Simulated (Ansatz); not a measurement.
## Telling isomers of C2H7Ga apart by their spectra

These gas-phase data were calculated for one isomer of C2H7Ga at r2SCAN-D4/def2-SVP (harmonic, unscaled wavenumbers; equilibrium rotational constants with average atomic masses):

| Item | Value |
| --- | --- |
| rotational constants | 17.24, 4.962, 4.046 GHz |
| all wavenumbers above 1500 cm⁻¹ | 3149, 3149, 3121, 3120, 3027, 3027, 1931 |
| dipole moment | 0.57 D (PBE0/def2-TZVPD) |

Candidates:

(1) `C[CH2][GaH2]`, a singlet
(2) `[CH3][GaH][CH3]`, a singlet

Assign the data to one candidate and say why.

Candidate (2). 1 mode lies between 1700 and 2150 cm⁻¹, one for each Ga–H bond, while (1) has 2.

The same quantities for all candidates:

```tsv
	rotational constants (GHz)	wavenumbers above 1500 cm⁻¹	dipole (D)	E above the lowest, r2SCAN-D4/def2-SVP (kcal/mol)
(1)	26.11, 3.53, 3.234	3117, 3102, 3055, 3019, 3010, 1953, 1947	0.74	9.9
(2)	17.24, 4.962, 4.046	3149, 3149, 3121, 3120, 3027, 3027, 1931	0.57	0.0
```

Each candidate is one conformer. Programs: Ansatz 0.2.0.
